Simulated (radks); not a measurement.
Values are calculated unless marked as measured or tabulated.
Problem. Radial electron density D(r) = 4 pi r^2 rho(r) of an atom or ion with 24 electrons. Code: a radial shooting solver on a logarithmic mesh with Libxc functionals. Model: non-relativistic Kohn-Sham, PBEsol, spin-polarised, spherical densities, point nucleus.

```
   r/bohr * D(r) (the largest magnitude, 34.3, reaches the edge; | marks zero)
 0.005578 |     *
 0.007263 |        *
 0.009457 |            *
  0.01241 |                  *
  0.01616 |                          *
  0.02105 |                                   *
  0.02741 |                                           *
  0.03597 |                                                *
  0.04684 |                                                *
  0.06099 |                                            *
  0.07942 |                                       *
   0.1042 |                                       *
   0.1357 |                                               *
   0.1768 |                                                      *
   0.2302 |                                                  *
   0.3021 |                                   *
   0.3934 |                      *
   0.5122 |                     *
    0.667 |                         *
   0.8685 |                      *
     1.14 |             *
    1.484 |     *
    1.933 | *
    2.517 |*
    3.304 *
    4.302 *
    5.601 *
```

What is the nuclear charge?

Solution. Z = 26. The innermost maximum, from 1s, lies near 1/Z = 0.0385 bohr (found: 0.0415), and its height grows with Z. The density is that of the iron ion Fe2+ in [Ne] 3s1.5 3p6 3d6.5; the configuration itself is not fixed sharply by these data, and Z only to about a unit. D(r) has 3 maxima, at r = 0.0415, 0.188, 0.694 bohr, and minima at 0.0903, 0.451 bohr, inside which lie 2.12, 10.78 electrons.
